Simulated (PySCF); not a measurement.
CH3Cl2NSi2, SMILES [SiH2]1[Si](N=C1)(Cl)Cl.

The structure is a stationary point at PBE0-D3(BJ)/def2-SVP. This is a generated structure with no PubChem entry under its InChIKey; it may be hypothetical.

Two levels are set side by side: PBE/def2-TZVP (PySCF) and HF/def2-TZVP (PySCF). Same geometry, gas phase. Differences are taken from unrounded values.

| quantity | PBE |
|---|---|
| orbital gap (eV) | 3.22 |
| highest occupied level (eV) | -6.00 |
| lowest empty level (eV) | -2.77 |
| dipole moment (D) | 2.62 |
| mean polarisability (bohr³) | 94.9 |

### Question
These are the PBE values. What does HF give? (The exact figures need the calculation; the answer reports its results.)

### Answer

```tsv
quantity	HF	PBE minus HF
orbital gap (eV)	12.93	-9.71
highest occupied level (eV)	-10.63	4.63
lowest empty level (eV)	2.31	-5.08
dipole moment (D)	3.43	-0.81
mean polarisability (bohr³)	84.6	10.3
```

Without exact exchange PBE keeps part of each electron's self-repulsion, which lifts occupied levels and narrows the gap. PBE's more diffuse valence density responds more strongly to a field. Differences between two approximate levels are no errors against the true value.

Rough cost on one machine, each run with all the roots and properties that it gave: HF against PBE about 1/2.
